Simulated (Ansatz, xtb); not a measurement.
Two isomers of AlFH2OSi

Structure X is `F[Si][O][AlH2]`, a singlet and structure Y is `[F][AlH][O][SiH]`, a singlet. Both are isolated molecules in the gas phase, relaxed with PBE0-D3(BJ)/pcseg-1; the shapes shown needn't be the lowest conformers.

X (Å):

```yaml
atoms:
  - { symbol: Al, position_ang: [2.0370, 1.2594, -1.0171] }
  - { symbol: F, position_ang: [-0.4148, 4.0792, -1.5461] }
  - { symbol: O, position_ang: [0.4308, 1.8293, -0.7411] }
  - { symbol: Si, position_ang: [-0.9309, 2.7442, -0.7179] }
  - { symbol: H, position_ang: [2.2857, 0.4053, -2.3235] }
  - { symbol: H, position_ang: [3.1210, 1.5941, 0.0833] }
```

Y (Å):

```xyz
6

Al    0.4919   -0.6962    0.3165
F     1.0442   -2.0179   -0.5371
O    -0.1908    0.5825   -0.5690
Si   -0.7023    1.8475   -1.5187
H     0.6219   -0.6558    1.8755
H    -2.1962    1.4521   -1.5886
```

Task: Estimate E(Y) − E(X) at the level CCSD(T)/def2-TZVP.

Result: Calculated at CCSD(T)/def2-TZVP: E(Y) − E(X) = +17.4 kJ/mol, so structure X lies lower.

How the difference moves with the method:

```json
{"level": "GFN2-xTB", "geometry": "GFN2-xTB", "E(Y) − E(X) (kJ/mol)": "−21.5", "departure from the last row (kJ/mol)": "−38.9", "job, with rough time for the two": "optimisation, 0.59 s"}
{"level": "HF/STO-3G", "geometry": "GFN2-xTB", "E(Y) − E(X) (kJ/mol)": "+23.1", "departure from the last row (kJ/mol)": "+5.7", "job, with rough time for the two": "single point, 0.88 s"}
{"level": "r2SCAN-D4/def2-SVP", "geometry": "GFN2-xTB", "E(Y) − E(X) (kJ/mol)": "+13.9", "departure from the last row (kJ/mol)": "−3.5", "job, with rough time for the two": "single point, 5 s"}
{"level": "PBE0-D3(BJ)/pcseg-1", "geometry": "PBE0-D3(BJ)/pcseg-1", "E(Y) − E(X) (kJ/mol)": "+15.3", "departure from the last row (kJ/mol)": "−2.1", "job, with rough time for the two": "optimisation, 91 s"}
{"level": "HF/def2-TZVP", "geometry": "PBE0-D3(BJ)/pcseg-1", "E(Y) − E(X) (kJ/mol)": "+15.8", "departure from the last row (kJ/mol)": "−1.6", "job, with rough time for the two": "part of the CCSD(T) run"}
{"level": "MP2/def2-TZVP", "geometry": "PBE0-D3(BJ)/pcseg-1", "E(Y) − E(X) (kJ/mol)": "+19.0", "departure from the last row (kJ/mol)": "+1.6", "job, with rough time for the two": "part of the CCSD(T) run"}
{"level": "CCSD(T)/def2-TZVP", "geometry": "PBE0-D3(BJ)/pcseg-1", "E(Y) − E(X) (kJ/mol)": "+17.4", "departure from the last row (kJ/mol)": "", "job, with rough time for the two": "single point, 98 s"}
```

As drawn, Y has 1 Al–F, 1 Si–H in place of 1 F–Si, 1 Al–H.

GFN2-xTB puts the two in the other order. The largest departure from CCSD(T)/def2-TZVP is that of GFN2-xTB, 38.9 kJ/mol.

With harmonic frequencies from PBE0-D3(BJ)/pcseg-1 (ideal gas, rigid rotor, one conformer each, 298.15 K, 1 atm): on the last row, ΔE + ΔZPE = +18.4 kJ/mol. A mode under 50 cm⁻¹ makes harmonic enthalpies and free energies unreliable, so none is given.

The correlated steps freeze 12 core orbitals. Run with Ansatz 0.2.0, xtb 6.7.1; the last row on 1 thread of Intel(R) Xeon(R) Processor @ 2.50GHz (Skylake/Cascade Lake) on a shared host.
